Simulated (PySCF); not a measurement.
Al(Me)2(vinyl) (C₄H₉Al), SMILES C=[CH][Al]([CH3])[CH3].

Geometry: B3LYP-D3(BJ)/def2-SVP. The structure was generated by enumeration; whether it is a known compound was not checked. Other conformers were not sampled.

These are TDDFT-LC-ωPBE/def2-SVPD (PySCF) values and carry that method's errors.

Vertical excitations. 

Problem. Give excitation energies, oscillator strengths and character. (An estimate is asked for; the answer gives what the named calculation found.)

Solution. 
```csv
state,energy (eV),λ (nm),f,main pairs
S1,5.37,231,0.000,HOMO→LUMO 91 %
S2,5.99,207,0.000,HOMO−1→LUMO 88 %
S3,6.62,187,0.309,HOMO−2→LUMO 95 %
S4,7.37,168,0.002,"HOMO→LUMO+4 66 %, HOMO−3→LUMO 18 %"
S5,7.43,167,0.141,HOMO−1→LUMO+1 81 %
S6,7.58,164,0.060,HOMO→LUMO+1 79 %
S7,7.86,158,0.086,"HOMO−2→LUMO+1 68 %, HOMO−2→LUMO+3 12 %"
S8,8.26,150,0.001,"HOMO−3→LUMO 34 %, HOMO−8→LUMO 29 %, HOMO−8→LUMO+4 10 %, HOMO→LUMO+4 9 %"
S9,8.68,143,0.106,"HOMO−2→LUMO+4 61 %, HOMO→LUMO+3 10 %"
S10,8.71,142,0.022,"HOMO−1→LUMO+2 21 %, HOMO→LUMO+3 21 %, HOMO−2→LUMO+4 15 %, HOMO→LUMO+2 14 %"
T1,3.84,323,0,"HOMO−2→LUMO 69 %, HOMO−2→LUMO+4 22 %"
T2,4.77,260,0,HOMO→LUMO 85 %
T3,5.64,220,0,HOMO−1→LUMO 84 %
T4,6.84,181,0,"HOMO→LUMO+4 54 %, HOMO−3→LUMO 26 %"
```
Triplets are in the Tamm–Dancoff approximation, which puts them higher than full response would, so one can lie above its singlet here.
